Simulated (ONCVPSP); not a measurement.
**Before and after: ONCV potential for W (Z = 74)**

W (Z = 74), optimised norm-conserving Vanderbilt (ONCV), made with ONCVPSP 4.0.1 (PBE, non-relativistic). Core [Kr] 4d10 4f14, reference 5s2 5p6 5d4 6s1 (charge +1). Waves: 5s+6s: rc 2.15 bohr, ncon 5, nbas 8, qcut 4.2 1/bohr, 2 projectors; 5p: rc 1.85 bohr, ncon 4, nbas 7, qcut 6.6 1/bohr, 3 projectors, debl 2.3 Ha; 5d: rc 2.20 bohr, ncon 5, nbas 9, qcut 6.3 1/bohr, 2 projectors, debl 2.4 Ha. Local part: polynomial inside 1.20 bohr (lpopt 5, dvloc0 1 Ha). Core correction: none.

Change: p: qcut 3.8.

Cutoffs: the cutoffs (Ha) at which the residual kinetic energy of the hardest occupied pseudo-wave falls to 1 and 0.1 mHa per electron; they do not see the model core or the augmentation charge, which bear on the density cutoff. Errors are all-electron minus pseudo energies relative to the spin-unpolarised reference configuration.

Q: What does the change do?

A: The potential gets harder (14 Ha and 36 Ha → 18 Ha and 36 Ha); the errors of the 4 common tests hardly move; neither file shows a bound ghost.

| quantity | base | changed |
| --- | --- | --- |
| cutoff, loose | 14 Ha | 18 Ha |
| cutoff, tight | 36 Ha | 36 Ha |
| loose cutoff by channel | s 13 Ha, p 10 Ha, d 14 Ha | s 13 Ha, p 18 Ha, d 14 Ha |
| bound ghosts | none | none |
| GHOST(+) flags under 300 eV | s at 47.2 eV | s at 47.2 eV |
| error for 5s2 5p6 5d4 6s2, meV [ΔE -7.66 eV] | 0.0 | 0.0 |
| error for 5s2 5p6 5d4 6s0, meV [ΔE 13.89 eV] | +0.8 | +0.7 |
| error for 5s2 5p6 5d3 6s0, meV [ΔE 40.04 eV] | +3.7 | +3.3 |
| error for 5s2 5p6 5d4 6s0 6p2, meV [ΔE -0.80 eV] | +0.4 | +0.4 |
| s: phases at 2.19 bohr within 0.05 rad from the reference energy up to (Ha; the scan ends near 5) | 1.6 | 1.6 |
| p: phases at 1.87 bohr within 0.05 rad from the reference energy up to (Ha; the scan ends near 5) | to the end of the scan | to the end of the scan |
| d: phases at 2.23 bohr within 0.05 rad from the reference energy up to (Ha; the scan ends near 5) | to the end of the scan | to the end of the scan |
